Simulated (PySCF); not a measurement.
C4H3F.

```xyz
8

C      0.4148    -2.2182     0.0000
C     -0.1884    -1.1646     0.0000
C     -0.9238     0.0515     0.0000
C     -0.3751     1.2751     0.0000
F      0.9388     1.4752     0.0000
H      0.9556    -3.1454     0.0000
H     -2.0172     0.0008     0.0000
H     -0.9518     2.2042     0.0000
```
Charge 0, spin multiplicity 1.

Coordinates come from a B3LYP-D3(BJ)/def2-SVP optimisation. The structure was generated by enumeration; whether it is a known compound was not checked.

The numbers are results of PySCF with PBE0/pcSseg-1, not measurements. Non-relativistic, no solvent.

Question: Give the absolute GIAO shielding of each atom: isotropic value and principal components (ppm). (The exact figures need the calculation; the answer reports its results.)

Answer: 
```
atom  σ(iso)    σ11    σ22    σ33   span
----  ------  -----  -----  -----  -----
C1      90.2   26.9   43.9  199.7  172.8
C2     107.3    5.1   17.0  299.7  294.6
C3      86.5  -11.1  116.6  154.0  165.1
C4      14.9  -94.9   56.0   83.5  178.4
F5     268.0  147.5  232.4  424.1  276.6
H6      28.0   24.2   24.5   35.2   11.0
H7      26.4   23.6   27.2   28.3    4.7
H8      24.4   22.3   24.3   26.8    4.5
```
